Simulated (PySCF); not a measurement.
**Static response to an electric field**

Compound: C₄H₆F₂O.
Cartesian coordinates in Å at the GFN2-xTB level; atoms count from 1:
```
atom  x, y, z in Å
C1    -0.5681    1.0452   -0.7042
C2    -0.3751   -0.0531    0.0142
O3     0.7986   -0.5965    0.4292
C4     1.9850    0.0717    0.0610
C5    -1.5383   -0.8947    0.4900
F6    -2.2751   -1.3468   -0.5554
F7    -2.3908   -0.1675    1.2537
H8    -1.5686    1.3469   -0.9511
H9     0.2317    1.6670   -1.0590
H10    2.7988   -0.5100    0.4890
H11    2.0068    1.0876    0.4656
H12    2.0916    0.1120   -1.0268
H13   -1.2008   -1.7613    1.0762
```

Level: B3LYP/def2-SVPD (PySCF), static field, nuclei fixed, core orbitals frozen in the response. The polarisability tensor in these axes (au):

```
x   63.08 -0.62  1.36
y   -0.62 56.18 -6.81
z    1.36 -6.81 50.09
```

Q: Diagonalise the tensor; give its mean and Δα, where Δα² is half the sum of the squared differences of the eigenvalues.

A: Principal values 45.63, 60.08 and 63.63 au; mean 56.45 au = 8.36 Å³ = 9.31 × 10⁻⁴⁰ C²·m²/J; Δα = 16.51 au (29 % of the mean).

Q: What is the dipole moment, and where does it point?

A: (2.98, 0.69, -0.26) D, 3.07 D in size, pointing from the negative to the positive side. Measured along this direction, the outermost atoms are F7 and F6 at the negative end and H10 at the positive end.

Q: Orientational against electronic polarisability at 400 K (dilute gas, rigid molecules)?

A: In Gaussian units μ²/3kT = 56.83 Å³ against 8.36 Å³, a ratio of 6.79; the Debye molar polarisation (4π/3)N_A(α + μ²/3kT) is 164.5 cm³/mol, leaving out the vibrational part.

Q: Refractivity n − 1 of an ideal gas of it at 273.15 K and 1 atm, from the electronic α?

A: N = p/kT = 2.6868 × 10¹⁹ cm⁻³, so n − 1 = 2π × N × 8.36 × 10⁻²⁴ cm³ = 1412 × 10⁻⁶ at long wavelengths.

Q: Molar refractivity from α?

A: Lorentz–Lorenz: R = (4π/3)N_A α = 2.5225 cm³/(mol·Å³) × 8.36 Å³ = 21.1 cm³/mol, in the limit of long wavelengths.

Q: What depolarisation ratio follows for Rayleigh scattering of linearly polarised light, taking the static tensor?

A: ρ = 3Δα²/(45ᾱ² + 4Δα²) = 817.9/(143391 + 1090.5) = 0.00566.

One conformer (not necessarily the lowest) at the GFN2-xTB geometry, without solvent, vibrations or thermal averaging.
